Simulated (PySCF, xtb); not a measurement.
C2H8BN, SMILES CB(C)N.

GFN2-xTB run with xtb at its own geometry gives an orbital gap of 6.24 eV and a dipole moment of 1.51 D.

Coordinates come from a TPSSh-D3(BJ)/def2-SVP optimisation. Other conformers were not sampled.

**Question.** What does PBE/def2-TZVP run with PySCF give? (Estimate from the structure and the level; the computed values follow.)

**Answer.** gap 6.74 eV (levels -6.68 and 0.06 eV), dipole 1.33 D.
